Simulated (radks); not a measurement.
Excited configurations of As XXI: one electron is placed in a higher orbital outside [Ne] 3s2. The ground configuration is [Ne] 3s2 3p1. All-electron calculation, Dirac Kohn-Sham, BLYP, spin-unpolarised, spherical densities, point nucleus; open shells fill j = l - 1/2 first. Program: a radial shooting solver on a logarithmic mesh with Libxc functionals. Excitation = E - E(ground); binding = E(ion) - E, where the ion is the core of charge +21; n* = 21/sqrt(2 binding) in atomic units. These energies are relativistic, and a one-electron ion of charge +21 with no core already has n* below n in this formula (Dirac formula, point nucleus: 3d3/2 2.997, 4p1/2 3.990, 4d3/2 3.996, 4f5/2 3.998, 5p1/2 4.990, 5d3/2 4.996, 6s1/2 5.990, 6p1/2 5.990, 6d3/2 5.996, 6f5/2 5.998, 7p1/2 6.989, 7d3/2 6.995). The quantum defect is therefore taken as that value minus n*, so that it holds no relativistic shift of the bare ion.

[
 {"outer orbital": "3d3/2", "excitation (eV)": "81.958", "binding (eV)": "737.70", "n*": "2.852", "quantum defect": "0.145", "<r> (bohr)": "0.4441"},
 {"outer orbital": "4p1/2", "excitation (eV)": "386.00", "binding (eV)": "433.66", "n*": "3.720", "quantum defect": "0.271", "<r> (bohr)": "0.9488"},
 {"outer orbital": "4d3/2", "excitation (eV)": "416.50", "binding (eV)": "403.16", "n*": "3.858", "quantum defect": "0.139", "<r> (bohr)": "0.9239"},
 {"outer orbital": "4f5/2", "excitation (eV)": "434.59", "binding (eV)": "385.07", "n*": "3.947", "quantum defect": "0.051", "<r> (bohr)": "0.8240"},
 {"outer orbital": "5p1/2", "excitation (eV)": "550.24", "binding (eV)": "269.41", "n*": "4.719", "quantum defect": "0.271", "<r> (bohr)": "1.550"},
 {"outer orbital": "5d3/2", "excitation (eV)": "564.84", "binding (eV)": "254.82", "n*": "4.853", "quantum defect": "0.143", "<r> (bohr)": "1.544"},
 {"outer orbital": "6s1/2", "excitation (eV)": "630.71", "binding (eV)": "188.95", "n*": "5.635", "quantum defect": "0.354", "<r> (bohr)": "2.279"},
 {"outer orbital": "6p1/2", "excitation (eV)": "636.19", "binding (eV)": "183.47", "n*": "5.719", "quantum defect": "0.271", "<r> (bohr)": "2.301"},
 {"outer orbital": "6d3/2", "excitation (eV)": "644.30", "binding (eV)": "175.35", "n*": "5.850", "quantum defect": "0.146", "<r> (bohr)": "2.313"},
 {"outer orbital": "6f5/2", "excitation (eV)": "649.03", "binding (eV)": "170.63", "n*": "5.930", "quantum defect": "0.068", "<r> (bohr)": "2.236"},
 {"outer orbital": "7p1/2", "excitation (eV)": "686.54", "binding (eV)": "133.12", "n*": "6.714", "quantum defect": "0.276", "<r> (bohr)": "3.196"},
 {"outer orbital": "7d3/2", "excitation (eV)": "691.50", "binding (eV)": "128.16", "n*": "6.842", "quantum defect": "0.153", "<r> (bohr)": "3.225"}
]

The Delta-SCF ionisation energy is 819.66 eV (NIST Atomic Spectra Database: 814 eV, semi-empirical). Self-interaction in the functional shifts the binding energies and quantum defects, so they are the method's values and not measured ones. Spin polarisation and multiplet splitting are left out, so open shells lie too high by an amount that depends on their filling.

Beside tabulated values, note that spin-unpolarised runs miss the spin-polarisation part of the exchange energy of open shells.
